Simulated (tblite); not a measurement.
Species: C6H8OSSi.
SMILES with atom numbers: `[O:1]=[c:2]1[cH:3][cH:4][s:5][cH:6][c:7]1[CH2:8][SiH3:9]` (hydrogens: H10 on C3; H11 on C4; H12 on C6; H13, H14 on C8; H15, H16, H17 on Si9)

Cartesian coordinates in Å at the GFN2-xTB level; atoms count from 1:
```xyz
17
C6H8OSSi angstrom
O      0.1870    0.1923    2.1927
C      0.7461   -0.0147    1.1208
C      2.0170   -0.7179    1.0527
C      2.6736   -1.0487   -0.0684
S      2.1448   -0.6836   -1.6630
C      0.6841    0.1851   -1.3502
C      0.1478    0.4381   -0.1429
C     -1.1360    1.1693   -0.0089
Si    -2.5580   -0.0441    0.4173
H      2.4348   -1.0004    2.0094
H      3.6072   -1.5900   -0.0496
H      0.2090    0.5217   -2.2599
H     -1.3671    1.7146   -0.9234
H     -1.0477    1.8827    0.8101
H     -3.7744    0.7636    0.5273
H     -2.6756   -0.9688   -0.7187
H     -2.2997   -0.7871    1.6407
```

Computed values, GFN2-xTB/tblite, gas phase, harmonic and unscaled. Errors from tens to a few hundred cm⁻¹ against measured bands are possible. Modes of hydrogen on silicon can be 10 to 20 % off. One conformer, not necessarily the lowest.

Harmonic wavenumbers (cm⁻¹): 51.8, 72.2, 86.6, 117.7, 232.3, 294.8, 338.2, 366.9, 402.3, 420.2, 511.1, 525.8, 565.1, 649.1, 687.5, 727.9, 746.6, 760.1, 778.1, 785.7, 788.1, 792.0, 803.3, 825.2, 895.6, 900.9, 1096.6, 1122.3, 1158.5, 1192.9, 1203.5, 1294.8, 1330.2, 1444.6, 1574.8, 1600.6, 1645.0, 2218.8, 2261.6, 2351.1, 2991.8, 2994.5, 3070.2, 3072.9, 3084.0.

A = 2163, B = 807.7, C = 645.7 MHz; mass 156.007 u (most abundant isotopes); point group C1, symmetry number 1.

**Question.** Zero-point energy?

**Answer.** ½Σν̃ = 25417 cm⁻¹ = 304.05 kJ/mol.

**Question.** What is S at 298.15 K and 1 bar for an ideal gas of classical rigid rotors and harmonic oscillators?

**Answer.** Translation 171.84, rotation 125.66, vibration 118.32: S = 415.8 J/(mol K).

**Question.** And Cp and H(298.15 K) − H(0)?

**Answer.** Cp = 165.39 J/(mol K), of which vibrations give 132.13 (their classical limit is 45 R = 374.2); H(298.15 K) − H(0) = 28.83 kJ/mol without the zero-point energy, 18.92 from vibrations.

**Question.** How do the functions run with temperature in this model?

**Answer.** 
| T (K) | S (J/(mol K)) | Cp (J/(mol K)) | H − H(0) (kJ/mol) | G − H(0) (kJ/mol) | ln q(vib) |
| --- | --- | --- | --- | --- | --- |
| 50 | 251.4 | 55.3 | 2.11 | -10.46 | 0.51 |
| 100 | 295.4 | 73.7 | 5.34 | -24.20 | 1.69 |
| 373.15 | 456.4 | 196.5 | 42.44 | -127.86 | 8.53 |
| 500 | 520.0 | 238.2 | 70.15 | -189.86 | 11.82 |
| 750 | 627.8 | 292.3 | 137.06 | -333.79 | 18.06 |
| 1000 | 716.8 | 325.4 | 214.58 | -502.20 | 23.78 |

q(vib) and H(0) count from the zero-point level.

**Question.** Which modes carry the vibrational entropy at 298.15 K?

**Answer.** 51.8 cm⁻¹: 19.86; 72.2 cm⁻¹: 17.12; 86.6 cm⁻¹: 15.63; 117.7 cm⁻¹: 13.13; 232.3 cm⁻¹: 7.79; 294.8 cm⁻¹: 6.05 J/(mol K); the other 39 give 38.74 together.

Hindered rotation and anharmonicity are outside this model. Other conformers, if any are populated, would add a mixing term that is left out. The structure is chiral; the term R ln 2 for an equal mix with its mirror image is left out.

The run took 4.0 s wall, 2.5 s CPU on one thread of an Intel Xeon at 2.50 GHz, shared host with 64 logical CPUs at a one-minute load of 42. The figure is for the frequency step alone.
